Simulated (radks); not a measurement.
The mean radii <r> (bohr) of the occupied orbitals of an atom or ion are listed with their occupations. Method: scalar-relativistic Kohn-Sham, exchange-only r2SCAN, spin-unpolarised, spherical densities, finite nucleus; meta-GGA in the generalised Kohn-Sham scheme; Fermi nuclear charge, rms radius of each element as measured or else 0.836 A^(1/3) + 0.57 fm; computed with a radial shooting solver on a logarithmic mesh with Libxc functionals.

| orbital | occ. | <r> |
|---|---|---|
| 1s | 2 | 0.1201 |
| 2s | 2 | 0.6211 |
| 2p | 6 | 0.5965 |

Name the element and its charge.

Answer. Z = 13, aluminium, charge +3: Al3+ in [Ne]. The 1s radius gives Z: for a bare nucleus <r> = (2 gamma + 1)/(2Z) with gamma = sqrt(1 - (Z/c)^2), 0.115 bohr for Z = 13, and screening makes it slightly larger (0.1201 here). The occupations add up to 10, and the charge is Z minus that.
